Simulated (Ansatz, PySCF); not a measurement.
Gas-phase reaction in SMILES: CO[SiH3] → [O][SiH3] + [CH3] (CH3) (the C-O bond at the site shown breaks; other sites are not compared here)
Geometries: B3LYP-D3(BJ)/def2-TZVP minima from Ansatz (a first-principles code). Frequencies are from Ansatz or PySCF.

Quantity: bond dissociation energy (0 K, with B3LYP-D3(BJ) harmonic zero-point energies), in kJ/mol. Valence correlation only, unless marked. UHF or UKS for open shells. Spin-orbit coupling is left out. No relativistic terms. CBS marks a two-point X^-3 extrapolation of the correlation energy; Hartree-Fock from the larger set. The bracket is a focal-point correction in the basis named.

| level | program | bond dissociation energy (kJ/mol) |
|---|---|---|
| revPBE/def2-TZVPD | Ansatz | 341.8 |
| r2SCAN-D3(BJ)/def2-TZVPD | Ansatz + dftd3 | [?] |
| SCS-MP2/aug-cc-pV(D+d)Z | Ansatz | 388.2 |
| CCSD/cc-pV(D+d)Z | Ansatz | 353.4 |
| RI-MP2/CBS(aug-cc-pV(T+d)Z,aug-cc-pV(Q+d)Z)+[CCSD(T)-MP2]/aug-cc-pV(T+d)Z | Ansatz | [?] |

Problem. Fill in the missing entries.

Solution. 
- r2SCAN-D3(BJ)/def2-TZVPD, bond dissociation energy (kJ/mol): 349.9
- RI-MP2/CBS(aug-cc-pV(T+d)Z,aug-cc-pV(Q+d)Z)+[CCSD(T)-MP2]/aug-cc-pV(T+d)Z, bond dissociation energy (kJ/mol): 389.9
